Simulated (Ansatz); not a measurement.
A series at Si: from `N[Si](Cl)(Cl)Cl`, ligands are replaced one by one, each step taking up NH₃ and setting free HCl; n counts the steps. Ansatz, PBE0-D4/def2-TZVP geometries. Each molecule was computed in one conformer, which needn't be the lowest.

CBS adds triple-zeta CCSD(T) − MP2 to the MP2 limit, frozen cores; atoms without spin–orbit coupling. 

| n | molecule | atomization energy, CCSD(T)/CBS (kJ/mol) |
| --- | --- | --- |
| 0 | `N[Si](Cl)(Cl)Cl` | 2397.1 |
| 1 | `N[Si](N)(Cl)Cl` | 3176.4 |
| 2 | `N[Si](N)(N)Cl` | 3931.3 |
| 3 | `N[Si](N)(N)N` | ? |

Problem. By hand: fit a straight line y = ȳ + b (n − n̄) to the 3 given rows and predict n = 3.

Solution. n̄ = 1.000, ȳ = 3168.27; Σ(n − n̄)(y − ȳ) = 1534.20, Σ(n − n̄)² = 2.000, so b = 767.10 kJ/mol a step. Prediction: 3168.27 + (767.10) × (2.000) = 4702.5 kJ/mol.

Problem. By hand: compare with the computed value, 4680.0 kJ/mol, and give the steps along the whole series.

Solution. The line misses by -22.5 kJ/mol (computed minus predicted). Steps: 779.3, 754.9, 748.7 kJ/mol.

The steps differ by up to 30.6 kJ/mol, small against a whole step but well beyond the method's doubt, so the ligands' effects don't simply add. The miss is 1.0 % of the series' range. The energies themselves are unsure by some kJ/mol a bond, though much of that is common to the series.
